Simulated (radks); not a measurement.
The numbers below are computed, except where a source is named.
Mean orbital radii <r> (bohr) of the hafnium ion Hf+, [Xe] 4f14 5d1 6s2, at several levels of relativity; Dirac values are averaged over j with weights 2j + 1. Spin-unpolarised spherical Kohn-Sham, PBE, point nucleus unless stated (finite: rms radius 5.347 fm), a radial shooting solver on a logarithmic mesh with Libxc functionals. A level marked "c x" has the speed of light scaled by that factor and shares open shells by 2j + 1; other Dirac levels either fill j = l - 1/2 first or share by 2j + 1.

shell  non-rel.  scalar-rel.  Dirac, 2j+1 shares  Dirac, 2j+1 shares, finite nucleus  change of magnitude, last against first (%)
2p      0.07534      0.07172             0.07127                             0.07127                                        -5.40
3s       0.2268       0.2086              0.2081                              0.2082                                        -8.19
3p       0.2167       0.2085              0.2077                              0.2077                                        -4.19
3d       0.1904       0.1890              0.1890                              0.1890                                        -0.76
4s       0.5080       0.4682              0.4681                              0.4682                                        -7.84
4p       0.5166       0.4977              0.4965                              0.4965                                        -3.88
4d       0.5376       0.5352              0.5355                              0.5355                                        -0.39
5s        1.236        1.132               1.133                               1.134                                        -8.29
5p        1.379        1.333               1.331                               1.331                                        -3.46
4f       0.6505       0.6755              0.6763                              0.6763                                        +3.97
5d        2.079        2.170               2.173                               2.173                                        +4.55
6s        3.350        3.115               3.116                               3.117                                        -6.94
